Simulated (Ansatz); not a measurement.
Consider the ligand exchange at a Ga–C bond: `[CH3][GaH][C](=N)F` + `NCF` → `[CH3][GaH][NH]CF` + `N=CF`.

Gas-phase electronic energies from Ansatz, PBE0-D4/def2-TZVP geometries. CCSD(T)/CBS adds triple-zeta CCSD(T) − MP2 to the extrapolated MP2 energy (def2 sets, frozen cores). This one scheme is used for every species. DFT in def2-TZVPP. For Ga outer-core shells are correlated without core-valence functions, which leaves a few kJ/mol of doubt a bond. Scalar relativity is left out up to krypton. Each species was taken in one conformer, which may not be the lowest.

```csv
level,ΔE (eV)
PBE0-D4,-0.50
r2SCAN,-0.51
```

(1) What does CCSD(T)/CBS give? (Estimate.)

Largest T1 diagnostic among the species: 0.014.

Answers

(1) Computed: -0.56 eV. The listed levels differ from it by 0.06, 0.05 eV.

From PBE to PBE0 (25 % exact exchange), in def2-TZVPP and without D4, ΔE moves by −0.04 eV.
